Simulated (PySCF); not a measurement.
Interval between two levels of Sc²⁺ by level of theory

Sc²⁺ [Ar] 3d1 [2D5/2, M_J = 5/2] → Sc²⁺ [Ar] 4s1 [2S1/2, M_J = 1/2], as a difference of total energies. Computed with PySCF 2.14 in x2c-SVPall-2c with one added diffuse shell each of s, d type (6s5p4d1f, 48 functions), with the two-component X2C-1e Hamiltonian. Correlated levels: [Ne] frozen. "Screened" scales the spin-orbit matrix elements by Boettger's factors to mimic the two-electron term; Breit and QED terms are absent.

```csv
method,interval between two levels (cm⁻¹)
GHF (spin-free),26779
GMP2 (spin-free),23160
GHF (screened spin-orbit),26694
GMP2 (screened spin-orbit),23073
```
